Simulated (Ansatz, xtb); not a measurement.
## Relative energy of two conformers of GaH3O2S

Structure I is `[OH][Ga]([OH])[SH]`, a singlet and structure II is `[OH][Ga]([OH])[SH]`, a singlet. Both are isolated molecules in the gas phase, relaxed with PBE0-D4/def2-SVP.

I (Å):

```yaml
atoms:
  - { symbol: Ga, position_ang: [-0.6098, -0.5357, 1.2226] }
  - { symbol: O, position_ang: [-0.9607, 1.0489, 0.4971] }
  - { symbol: O, position_ang: [1.0207, -0.7817, 1.8781] }
  - { symbol: S, position_ang: [-2.0485, -2.1812, 1.3551] }
  - { symbol: H, position_ang: [-1.8524, 1.1524, 0.1506] }
  - { symbol: H, position_ang: [1.5870, -0.0088, 1.7775] }
  - { symbol: H, position_ang: [-1.1441, -2.9758, 1.9707] }
```

II (Å):

```yaml
atoms:
  - { symbol: Ga, position_ang: [-0.0293, -0.0732, 0.2909] }
  - { symbol: O, position_ang: [-1.5347, -0.8793, -0.1875] }
  - { symbol: O, position_ang: [0.3127, -0.1162, 2.0284] }
  - { symbol: S, position_ang: [1.3356, 0.9151, -1.1295] }
  - { symbol: H, position_ang: [-1.7233, -0.8592, -1.1302] }
  - { symbol: H, position_ang: [1.1295, 0.3217, 2.2864] }
  - { symbol: H, position_ang: [0.5708, 0.6232, -2.2042] }
```

Energies in hartree; the thermal terms are from PBE0-D4/def2-SVP harmonic frequencies (ideal gas, rigid rotor, one conformer each, 298.15 K, 1 atm) and include the zero-point energy:

|  | I | II |
| --- | --- | --- |
| E, CCSD(T)/def2-SVP | −2472.612643 | −2472.609464 |
| E, MP2/def2-SVP | −2472.579984 | −2472.576772 |
| E, MP2/def2-TZVPP | −2473.330796 | −2473.328482 |
| zero-point energy | 0.036639 | 0.036439 |
| H(298 K) − E | 0.044365 | 0.044317 |
| G(298 K) − E | 0.005572 | 0.005147 |

Problem. Correct the CCSD(T) difference for the basis set by the MP2 change, then work out ΔE, ΔE₀, ΔH and ΔG for I → II in kcal/mol (1 Eh = 627.51 kcal/mol) and the equilibrium ratio [II]/[I].

Solution. 1. Differences II − I: CCSD(T) +0.003179, MP2 in the small set +0.003212, MP2 in the large set +0.002314 Eh.
2. ΔE = +0.003179 + (+0.002314 − (+0.003212)) = +0.002281 Eh = +1.43 kcal/mol.
3. ΔE₀ = ΔE + ΔZPE = +0.002281 + (−0.000200) Eh = +1.31 kcal/mol.
4. ΔH = ΔE + (−0.000048) Eh = +1.40 kcal/mol.
5. ΔG = ΔE + (−0.000425) Eh = +1.16 kcal/mol, so ΔS = (ΔH − ΔG)/T = +3.3 J/(mol K).
6. kT = 0.9442 mEh, so K = [II]/[I] = exp(−ΔG/kT) = exp(−1.97) ≈ 0.14.

Structure I is favoured at this temperature. An error of 1 kcal/mol in ΔG would change K by a factor of 5.4. Mirror images and further conformers aren't counted.

Other levels gave ΔE = +1.9 (PBE0-D4/def2-SVP); +2.2 (HF/def2-SVP); +2.0 (MP2/def2-SVP); +2.0 (CCSD(T)/def2-SVP) kcal/mol. The correlated steps freeze 16 core orbitals; the filled d shell of Ga is correlated, in a basis made for valence electrons. Programs: Ansatz 0.2.0.
